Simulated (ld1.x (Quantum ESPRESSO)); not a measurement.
nickel: from the effect back to the setting (RRKJ)

Base potential:

Ni (Z = 28), norm-conserving RRKJ (Kleinman–Bylander form), made with ld1.x (Quantum ESPRESSO) 7.5 (PBE, scalar-relativistic). Core [Ne] 3s2, reference 3p6 3d8 4s0 4p0 (charge +2). Waves: 3p (bound): rc 1.20 bohr; 3d (bound): rc 1.35 bohr; 4s (bound, empty): rc 2.00 bohr. Local part: the s channel. Core correction: none. rho0 = 0.001.

Cutoffs, loose and tight: the cutoffs (Ry, on a coarse ladder) from which the occupation-weighted sum of valence levels, in a spherical-Bessel basis at the reference potential, stays within 10 and 1 mRy of its value at 400 Ry. They do not see the model core or the augmentation charge, which bear on the density cutoff. Test errors are all-electron minus pseudo excitation energies from the reference, over the configurations 3p6 3d8 4s2 4p0; 3p6 3d8 4s1 4p0; 3p6 3d7 4s0 4p0; 3p6 3d8 4s0 4p2; 3p5 3d8 4s2 4p0; 3p6 3d8 4s0 4p1; 3p6 3d7 4s2 4p1; variants that change the core or the reference have their own tests. The largest error is taken over the tests solved by every variant that gives reliable tests at all, those not shown here included: 3p5 3d8 4s2 4p0; 3p6 3d7 4s0 4p0; 3p6 3d7 4s2 4p1; 3p6 3d8 4s0 4p1; 3p6 3d8 4s1 4p0.

Only the scale of all radii (base = 1) is moved:

| scale of all radii (base = 1) | cutoff, loose | cutoff, tight | bound ghosts | largest test error (meV) |
| --- | --- | --- | --- | --- |
| 0.77 | 160 Ry | 260 Ry | none | -1242 |
| 0.89 | 120 Ry | 180 Ry | none | -1310 |
| 0.99 | 100 Ry | 160 Ry | none | -1564 over the solved tests; 1 of 7 tests not solved or not reliable |
| 1.14 | 80 Ry | 120 Ry | none | -1167 |
| 1.35 | 70 Ry | 90 Ry | none | -1197 |

Problem. One more run gave cutoff, loose: 70 Ry; cutoff, tight: 110 Ry; bound ghosts: none; largest test error (meV): -1171. Which value of the scale of all radii (base = 1) was used?

Solution. 1.21. The tight cutoff moves one way along this sweep, from 260 Ry at 0.77 to 90 Ry at 1.35, which places the run between 1.14 and 1.35.
